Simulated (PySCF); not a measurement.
Working out the ionisation energy of Zn+

Zn+ [Ar] 3d10 4s1 (2S) → Zn(2+) [Ar] 3d10 (1S). All numbers are calculated (PySCF 2.14, a scalar-relativistic core potential, in aug-cc-pVTZ-PP with ECP10MDF (6s6p5d3f2g, 88 functions)). Frozen: 3s2 3p6. Energies in hartree (1 hartree = 27.21139 eV):

```
             part  Zn+ (lower)  Zn(2+) (upper)
              UHF  -225.676527     -225.057365
MP2 opposite-spin    -0.311510       -0.289405
    MP2 same-spin    -0.178945       -0.163284
```

Question: What does Hartree-Fock give?

Answer: (-225.057365) − (-225.676527) = 0.619162 hartree = 16.848 eV.

Question: What do MP2 and SCS-MP2 (6/5 opposite-spin, 1/3 same-spin) give?

Answer: The opposite-spin parts differ by 0.602 eV and the same-spin parts by 0.426 eV. MP2: 16.848 + (0.602) + (0.426) = 17.876 eV. SCS-MP2: 16.848 + 1.2 × (0.602) + (0.426)/3 = 17.712 eV.

Measured between the centres of the two terms (NIST): 17.964 eV, so MP2 (valence) is off by -0.088 eV.

What remains against the reference includes basis incompleteness, the frozen core and correlation beyond second order.
